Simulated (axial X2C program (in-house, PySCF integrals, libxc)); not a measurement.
**Potential curves of RuAs, 2c**

All values were computed with an axial X2C code built on PySCF integrals. Two-component (2c) means X2C with spin–orbit coupling and atomic mean-field two-electron Coulomb and Gaunt terms. Basis: Ru dyall-cv3z [12s12p8d5f3g], As dyall-cv3z [9s9p6d4f1g] (cores contracted in-house); Gaussian nuclei, density fitting, unrestricted open shells. Masses: Ru 101.904 u, As 74.922 u.

State: Ω = 5/2 (⟨Sz⟩ = 1.50, ⟨Lz⟩ = 1.00 at HF). Energies in kJ/mol from the lowest point of each curve. Fits are polynomials in 1 − R0/R over 0.85 to 1.23 times the lowest point R0.

```
 R (Å)      HF
1.9874  146.35
2.0530   97.58
2.1185   62.19
2.1840   37.02
2.2604   17.49
2.3369    5.98
2.4352    0.00
2.5553    2.27
2.7300   17.50
```

The state is a single determinant with fixed occupations, the lowest that a limited PBE0 search found. With several unpaired electrons one determinant need not be a pure state. Some points did not converge and are left out. The determinant is spin-polarised beyond a pure state at some levels (its spin-free form has ⟨S²⟩ too high), which makes Re and μ there less reliable. The lowest spin-free determinant has another configuration (M_S = 5/2, Λ = 0), so the order of states is uncertain and this need not be the ground state.

Question: Fit the HF curve near its minimum: give the equilibrium distance and the harmonic wavenumber.

Answer: At HF, 2c: Re = 2.463 Å, ωe ≈ 209 cm⁻¹; Be follows as 0.0643 cm⁻¹.
